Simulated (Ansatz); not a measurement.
The cluster Na₃S⁺. The state is a singlet with charge 1. Geometry PBE0-D4/def2-TZVP.

Cartesian coordinates in Å:
```
Na -1.778 -0.469 1.671
Na 2.389 -0.328 0.604
Na -0.612 0.794 -2.275
S 0.001 0.003 0.001
```

B3LYP takes the VWN-RPA correlation. The structure comes from a short search, and lower isomers may exist.

(1) Estimate the orbital energies around the gap (eV) in Ansatz with HF/6-31G, r2SCAN-D4/def2-TZVP, B3LYP-D4/6-31G, PBE0-D4/def2-TZVP, BHLYP-D4/def2-TZVP.

Answers

(1) 
| orbital | HF/6-31G | r2SCAN-D4/def2-TZVP | B3LYP-D4/6-31G | PBE0-D4/def2-TZVP | BHLYP-D4/def2-TZVP |
| --- | --- | --- | --- | --- | --- |
| HOMO−9 | -44.66 | -32.96 | -35.12 | -35.35 | -38.75 |
| HOMO−8 | -44.66 | -32.96 | -35.12 | -35.35 | -38.75 |
| HOMO−7 | -44.66 | -32.96 | -35.12 | -35.35 | -38.75 |
| HOMO−6 | -44.65 | -32.89 | -35.09 | -35.31 | -38.72 |
| HOMO−5 | -44.64 | -32.89 | -35.08 | -35.30 | -38.72 |
| HOMO−4 | -44.64 | -32.89 | -35.08 | -35.30 | -38.71 |
| HOMO−3 | -24.04 | -17.47 | -18.56 | -18.99 | -20.91 |
| HOMO−2 | -11.14 | -8.06 | -8.79 | -9.02 | -9.91 |
| HOMO−1 | -11.14 | -8.06 | -8.79 | -9.01 | -9.91 |
| HOMO | -10.36 | -7.36 | -7.91 | -8.27 | -9.17 |
| LUMO | -2.77 | -4.25 | -4.75 | -4.38 | -4.04 |
| LUMO+1 | -2.31 | -3.50 | -4.08 | -3.70 | -3.40 |
| LUMO+2 | -2.31 | -3.50 | -4.08 | -3.70 | -3.40 |
| LUMO+3 | -1.35 | -2.39 | -2.71 | -2.48 | -2.17 |
| LUMO+4 | -1.35 | -2.39 | -2.70 | -2.48 | -2.17 |
| LUMO+5 | -1.05 | -2.05 | -2.44 | -2.21 | -1.91 |
